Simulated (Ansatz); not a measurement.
Relaxation of AlF$_{3}$H$_{2}$ (6 atoms, charge 0, multiplicity 1), to a largest force component of 0.03 eV/Å in at most 50 steps.

Computed with Ansatz, RKS PBE0/def2-SVP.

```xyz
6
Properties=species:S:1:pos:R:3:forces:R:3
Al 0.000 0.228 0.018 0.01 -0.14 0.68
F 0.003 0.356 1.683 -0.01 0.19 -0.57
F 1.421 0.250 -0.809 0.01 0.00 0.00
F -1.428 0.182 -0.796 -0.01 0.00 0.00
H 0.078 -2.349 0.986 0.03 -1.35 -1.10
H 0.062 -1.751 1.389 -0.03 1.30 1.00
```

Where does it end, and by what steps?

The forces met the threshold. After 8 steps the energy has fallen by 0.205 eV; H5 moved furthest, 0.54 Å.

| step | energy less start (eV) | largest force component (eV/Å) | accepted |
| --- | --- | --- | --- |
| 0 | 0.0000 | 1.349 | yes |
| 1 | 0.0417 | 1.353 | no |
| 2 | -0.0588 | 0.807 | yes |
| 3 | -0.1010 | 0.782 | yes |
| 4 | -0.1521 | 0.543 | yes |
| 5 | -0.1864 | 0.321 | yes |
| 6 | -0.2039 | 0.083 | yes |
| 7 | -0.2044 | 0.073 | yes |
| 8 | -0.2046 | 0.029 | yes |

```xyz
6
Properties=species:S:1:pos:R:3
Al 0.006 0.072 0.179
F -0.001 0.618 1.738
F 1.425 -0.006 -0.657
F -1.415 -0.080 -0.643
H 0.065 -1.995 0.574
H 0.057 -1.691 1.281
```

Whether the end is a true minimum wasn't checked by a vibrational analysis.

The run took 11 s on 1 thread of Intel(R) Xeon(R) 6975P-C (Granite Rapids) (shared host), peak memory 0.14 GiB.
